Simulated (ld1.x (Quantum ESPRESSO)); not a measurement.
## La: one change to an RRKJ potential, before and after

La (Z = 57), norm-conserving RRKJ (Kleinman–Bylander form), made with ld1.x (Quantum ESPRESSO) 7.5 (PBEsol, scalar-relativistic). Core [Kr] 4d10, reference 4f0 5s2 5p6 5d1 6s0 6p0 (charge +2). Waves: 5p (bound): rc 2.85 bohr; 5d (bound): rc 2.70 bohr; 4f (bound, empty): rc 1.95 bohr; 5s (bound): rc 2.35 bohr. Local part: the s channel. Core correction: a·sin(br)/r model core inside 1.95 bohr.

Change: wave 5p (bound): rc 2.85 bohr becomes 5p (bound): rc 2.72 bohr.

Cutoffs: the cutoffs (Ry, on a coarse ladder) from which the occupation-weighted sum of valence levels, in a spherical-Bessel basis at the reference potential, stays within 10 and 1 mRy of its value at 400 Ry; they do not see the model core or the augmentation charge, which bear on the density cutoff. Errors are all-electron minus pseudo energies relative to the spin-unpolarised reference configuration.

Q: How do hardness, ghosts and transferability respond?

A: The potential gets neither clearly harder nor softer (18 Ry and 35 Ry → 18 Ry and 35 Ry); the s channel sets the loose cutoff, while the largest relative change is in p, which becomes softer; the errors of the 7 common tests hardly move; neither file shows a bound ghost.

| quantity | base | changed |
| --- | --- | --- |
| cutoff, loose | 18 Ry | 18 Ry |
| cutoff, tight | 35 Ry | 35 Ry |
| loose cutoff by channel (10 mRy a level) | p 10 Ry, d 10 Ry, s 15 Ry | p 8 Ry, d 10 Ry, s 15 Ry |
| bound ghosts | none | none |
| error for 4f0 5s2 5p6 5d1 6s2 6p0, meV [ΔE -16.85 eV] | +1313 | +1313 |
| error for 4f0 5s2 5p6 5d1 6s1 6p0, meV [ΔE -10.85 eV] | +906 | +906 |
| error for 4f0 5s2 5p6 5d0 6s0 6p0, meV [ΔE 18.91 eV] | +4.1 | +3.6 |
| error for 4f1 5s2 5p6 5d0 6s1 6p0, meV [ΔE -10.62 eV] | +1123 | +1124 |
| error for 4f0 5s2 5p6 5d0 6s2 6p0, meV [ΔE -10.44 eV] | +2010 | +2010 |
| error for 4f1 5s2 5p6 5d1 6s0 6p0, meV [ΔE -9.95 eV] | +552 | +551 |
| error for 4f0 5s2 5p6 5d1 6s0 6p2, meV [ΔE -11.95 eV] | +55 | +53 |

Base: The cutoffs count occupied waves only; the empty 4f level needs 55 Ry at the loose tolerance. Changed file: The cutoffs count occupied waves only; the empty 4f level needs 55 Ry at the loose tolerance.
